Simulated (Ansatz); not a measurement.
# A geometry optimisation of FH3OSi2 with B3LYP-D3(BJ)/def2-SVP

The starting geometry of this gas-phase singlet was optimised with GFN2-xTB; its bonds are those of `F[SiH2]O[SiH]`.

```yaml
atoms:
  - { symbol: F, position_ang: [0.4939, 1.3822, -0.6991] }
  - { symbol: O, position_ang: [0.9317, 2.4004, 1.5969] }
  - { symbol: Si, position_ang: [0.6163, 1.0151, 0.8575] }
  - { symbol: Si, position_ang: [1.6244, 3.4954, 2.5979] }
  - { symbol: H, position_ang: [1.7340, 0.0917, 0.9484] }
  - { symbol: H, position_ang: [-0.6850, 0.5654, 1.3099] }
  - { symbol: H, position_ang: [2.4641, 2.5467, 3.3891] }
```

Task: Predict what it relaxes into with B3LYP-D3(BJ)/def2-SVP.

Result: It keeps its bonds, and is `F[SiH2]O[SiH]`.

The energy falls by 0.17 eV over 19 steps:

```csv
step,E − E(last) (eV)
1,0.166
3,0.021
5,0.018
7,0.014
9,0.003
11,0.001
13,0.001
15,0.000
17,0.000
19,0.000
```

Final geometry (Å):

```xyz
7

F     0.8075    1.4279   -0.6463
O     0.5841    2.4782    1.7818
Si    0.5582    1.0642    0.9137
Si    1.5709    3.4366    2.7462
H     1.6598    0.1733    1.3535
H    -0.7837    0.4529    1.0352
H     2.7825    2.4638    2.8165
```

Frequencies at the end are all real (lowest 42 cm⁻¹). Run with Ansatz 0.2.0, 23 s on 2 threads of Arm Neoverse V2, on a shared host.
